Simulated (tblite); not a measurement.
C₆H₁₅P₃.
Structure used (GFN2-xTB), in Å, numbered top down from 1:
```xyz
24
C6H15P3 angstrom
C     -2.9065   -0.9103   -0.3300
P     -1.6852    0.4229   -0.7422
C     -2.4942    1.8030    0.1958
P     -0.1716   -0.0979    0.7611
C      0.6346   -1.4642   -0.2192
C      2.0161   -1.8089    0.3218
P      3.3173   -0.5006    0.0976
C      2.4357    0.9499    0.8546
C      1.0461    1.2377    0.3017
H     -3.8412   -0.6934   -0.8445
H     -2.5325   -1.8689   -0.6840
H     -3.0860   -0.9630    0.7425
H     -1.8408    2.6731    0.1993
H     -2.7125    1.5078    1.2207
H     -3.4202    2.0691   -0.3113
H     -0.0106   -2.3464   -0.1458
H      0.6939   -1.1735   -1.2735
H      1.9655   -2.0277    1.3938
H      2.3954   -2.7094   -0.1734
H      2.9533   -0.1905   -1.2223
H      3.0847    1.8191    0.7020
H      2.3899    0.7671    1.9335
H      1.0787    1.3465   -0.7876
H      0.6782    2.1782    0.7256
```

Method: GFN2-xTB as coded in tblite; computed harmonic values from a numerical Hessian at the method's own geometry, unscaled. Against measured fundamentals such values can be off by several per cent, at times by over 20. Modes of hydrogen on phosphorus can be 10 to 20 % off. One conformer, not necessarily the lowest.

Harmonic wavenumbers (cm⁻¹): 36.1, 67.6, 101.4, 139.6, 159.0, 184.5, 188.1, 191.8, 211.5, 265.3, 278.2, 301.2, 330.1, 414.0, 518.4, 639.7, 659.5, 677.1, 685.4, 703.8, 736.3, 757.2, 789.6, 801.8, 821.0, 844.7, 853.8, 896.1, 905.0, 935.7, 949.0, 1047.9, 1051.0, 1083.2, 1100.2, 1136.4, 1167.3, 1247.2, 1256.7, 1270.3, 1273.9, 1316.4, 1317.5, 1428.4, 1436.0, 1438.0, 1443.2, 1445.2, 1449.5, 1452.8, 1461.0, 2233.2, 2909.7, 2915.0, 2918.7, 2923.4, 2926.3, 2927.0, 2941.3, 2941.5, 2992.5, 2995.6, 3002.6, 3007.7, 3016.3, 3017.2.

A = 2133, B = 565.5, C = 487.9 MHz; mass 180.039 u (most abundant isotopes); point group Cs, symmetry number 1.

Q: What is the zero-point energy?

A: ½Σν̃ = 42766 cm⁻¹ = 122.28 kcal/mol.

Q: Give the ideal-gas entropy at 500 K and 1 bar in the rigid-rotor, harmonic-oscillator model (classical rotation).

A: Translation 44.07, rotation 32.22, vibration 65.95: S = 142.2 cal/(mol K).

Q: And Cp and H(500 K) − H(0)?

A: Cp = 72.24 cal/(mol K), of which vibrations give 64.29 (their classical limit is 66 R = 131.2); H(500 K) − H(0) = 20.88 kcal/mol without the zero-point energy, 16.91 from vibrations.

Q: How do the functions run with temperature in this model?

A: 
```csv
T (K),S (cal/(mol K)),Cp (cal/(mol K)),H − H(0) (kcal/mol),G − H(0) (kcal/mol),ln q(vib)
100,74.6,23.0,1.47,-5.99,2.22
200,94.5,35.7,4.41,-14.49,5.74
300,111.5,48.9,8.63,-24.81,9.26
800,181.5,94.4,46.18,-98.99,26.00
1000,203.6,104.2,66.09,-137.54,32.05
```

q(vib) and H(0) count from the zero-point level.

Q: What must be added to the electronic energy to get the Gibbs energy at 500 K and 1 bar?

A: ZPE + [H(500 K) − H(0)] − T·S = 122.28 + 20.88 − 71.12 = 72.04 kcal/mol.

Q: Which modes carry the vibrational entropy at 500 K?

A: 36.1 cm⁻¹: 6.49; 67.6 cm⁻¹: 5.24; 101.4 cm⁻¹: 4.44; 139.6 cm⁻¹: 3.81; 159.0 cm⁻¹: 3.56; 184.5 cm⁻¹: 3.27 cal/(mol K); the other 60 give 39.13 together.

Hindered rotation and anharmonicity are outside this model. Other conformers, if any are populated, would add a mixing term that is left out.

Run on one thread, Arm Neoverse V1, on a shared host. This covers the Hessian and the dipole derivatives.
